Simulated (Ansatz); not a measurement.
Ansatz (a program for electronic structure) input:

Ansatz 0.2 input:
```yaml
crystal:
  periodic: [false, false, false]
  atoms:
    - {symbol: B, position_ang: [1.08067505, 0.30388903, -0.09573853]}
    - {symbol: Cl, position_ang: [2.07168943, -1.05273570, -0.03212500]}
    - {symbol: C, position_ang: [-0.48753520, 0.22078750, 0.02661964]}
    - {symbol: H, position_ang: [-1.00545604, 1.17567374, -0.02457933]}
    - {symbol: H, position_ang: [-0.76345664, -0.25028780, 0.97147097]}
    - {symbol: H, position_ang: [-0.88905705, -0.41040871, -0.76774270]}
basis:
  gaussian:
    orbitals: def2-TZVP
hamiltonian:
  xc: b3lyp
  dispersion: d3bj
magnetization: {spin_polarized: true, initial_magnetization: 1}
relax: {f_tol: 0.002, max_steps: 150}
```

**Question.** What final total energy does it print?

**Answer.** -524.99426 Eh (B3LYP-D3(BJ)/def2-TZVP). The basis has 117 functions.

It need not be the lowest isomer of its formula.
